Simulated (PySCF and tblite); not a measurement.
The numbers below are computed, except where a source is named.
System: C₇H₇NO, numbered as in [CH:1]#[C:2][n:3]1[cH:4][cH:5][c:6]([O:7][CH3:8])[cH:9]1.

Motion: rotation about the C6–O7 bond (torsion C5–C6–O7–C8 from -180° to 0°, rising). GFN2-xTB gives an electronic barrier of 3.5 kcal/mol and a reaction energy of 0.6 kcal/mol.

PBE0/pcSseg-1 + D3(BJ) on GFN2-xTB geometries gives 3.1 kcal/mol and k(298 K) = 5.9×10¹⁰ s⁻¹.

Task: What does PBE0/def2-SVP + D3(BJ) give on GFN2-xTB geometries?

Result: A barrier of 3.6 kcal/mol, 0.5 above the first DFT barrier (from unrounded values), a reaction energy of 1.4 kcal/mol and, with GFN2-xTB thermal terms, ΔG‡(298 K) = 3.7 kcal/mol and k = 2.5×10¹⁰ s⁻¹ (2 equivalent paths).

Programs: tblite and PySCF.
